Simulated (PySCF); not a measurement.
C4H11AlF3N.
Z-matrix (Å and degrees, PBE0-D3(BJ)/def2-SVP geometry), rows numbered from 1:
```
C 
N   1  1.4726
C   2  1.4731  1  110.83
Al  2  2.1010  1  106.59  3  -115.54
C   2  1.4655  1  113.78  3   129.68
C   5  1.5186  2  118.37  1   -60.04
F   6  1.3324  5  108.73  2  -176.07
F   6  1.3369  5  112.49  2    64.87
F   6  1.3365  5  112.89  2   -56.66
H   1  1.0983  2  108.35  3    62.23
H   1  1.0976  2  109.51  3  -179.66
H   1  1.1006  2  111.80  3   -58.31
H   3  1.0982  2  109.36  1  -179.99
H   3  1.0986  2  108.28  1   -62.08
H   3  1.0996  2  111.84  1    58.57
H   4  1.6080  2   98.93  1   -60.73
H   4  1.6079  2   98.88  1  -179.82
H   4  1.6058  2   99.41  1    59.74
H   5  1.1008  2  108.41  1    61.71
H   5  1.0999  2  108.39  1   177.65
```

Computed with PySCF at PBE0/pcSseg-1, non-relativistic, on one gas-phase PBE0-D3(BJ)/def2-SVP geometry that isn't relaxed in the solvent. The solvent is an IEF-PCM continuum (Bondi radii, 1.10 Å for H, scaled by 1.2). Only the electrostatic response of the medium enters.

Gas phase at PBE0/pcSseg-1: HOMO -7.68 eV, LUMO 0.24 eV, dipole 3.18 D.

What does the continuum do to the energy, the frontier levels and the dipole at PBE0/pcSseg-1 in chloroform and dichloromethane?

```csv
solvent,ε,E(solvent) − E(gas) (kJ/mol),polarisation term (kJ/mol),distortion of the solute (kJ/mol),HOMO (eV),LUMO (eV),dipole (D)
chloroform,4.711,-25.41,-27.69,2.28,-7.90,0.33,3.70
dichloromethane,8.93,-30.12,-33.33,3.21,-7.95,0.32,3.80
```

The polarisation term is half the interaction of the solute with the surface charges that it induces; the rest is the cost of distorting the solute's density. The sum is the electrostatic part of solvation alone. From chloroform to dichloromethane the lowering changes by a factor 1.19, Onsager's factor (ε − 1)/(2ε + 1) by 1.18 and ε itself by 1.9.

Which radius a makes the point-dipole formula ΔE = −[(ε − 1)/(2ε + 1)]·μ²/a³ give the value in dichloromethane, with the gas-phase dipole?

μ = 1.251 au and |ΔE| = 0.01147 Eh give a = 2.04 Å; the farthest nucleus lies 3.33 Å from the centroid of the nuclei, so such a sphere wouldn't even hold the nuclei. The formula assumes a rigid point dipole at the centre of a sphere.

Which ESP-fitted charges (PBE0/pcSseg-1) respond most in chloroform (means over atoms taken as equivalent)?

```json
{"atoms": "N2", "environment": "nitrogen bonded to Al and 3 C", "gas (e)": "+0.049", "solvent (e)": "+0.130", "change": "+0.081"}
{"atoms": "H16/H17/H18", "environment": "Al–H hydrogen", "gas (e)": "-0.312", "solvent (e)": "-0.337", "change": "-0.025"}
{"atoms": "Al4", "environment": "aluminium bonded to N and 3 H", "gas (e)": "+0.689", "solvent (e)": "+0.704", "change": "+0.015"}
{"atoms": "C6", "environment": "CF3 carbon", "gas (e)": "+0.797", "solvent (e)": "+0.784", "change": "-0.013"}
{"atoms": "C1/C3", "environment": "N-methyl carbon", "gas (e)": "-0.511", "solvent (e)": "-0.521", "change": "-0.010"}
{"atoms": "H19/H20", "environment": "methylene hydrogen", "gas (e)": "+0.207", "solvent (e)": "+0.212", "change": "+0.005"}
{"atoms": "F7/F8/F9", "environment": "fluorine of a CF3 group", "gas (e)": "-0.229", "solvent (e)": "-0.232", "change": "-0.003"}
{"atoms": "C5", "environment": "sp3 carbon bound to nitrogen", "gas (e)": "-0.497", "solvent (e)": "-0.495", "change": "+0.002"}
{"atoms": "H10 (×6)", "environment": "methyl hydrogen", "gas (e)": "+0.199", "solvent (e)": "+0.201", "change": "+0.002"}
```

Which Mayer bond orders change most in chloroform?

| bond | length (Å) | gas | solvent | change |
| --- | --- | --- | --- | --- |
| N2–Al4 | 2.101 | 0.327 | 0.355 | +0.028 |
| Al4–H17 | 1.608 | 0.863 | 0.851 | -0.012 |
| Al4–H16 | 1.608 | 0.861 | 0.850 | -0.011 |
| Al4–H18 | 1.606 | 0.865 | 0.854 | -0.011 |
| C5–C6 | 1.519 | 1.012 | 1.018 | +0.006 |
| C6–F7 | 1.332 | 1.010 | 1.005 | -0.005 |
| N2–C3 | 1.473 | 0.885 | 0.880 | -0.005 |
| C5–H20 | 1.100 | 0.918 | 0.913 | -0.005 |

Time: 57 s wall; peak memory 1.3 GiB. Hardware: one thread, Intel Xeon Platinum 8259CL at 2.50 GHz (x86_64) (shared host). This is the whole shielding run at PBE0/pcSseg-1 in dichloromethane, SCF included.
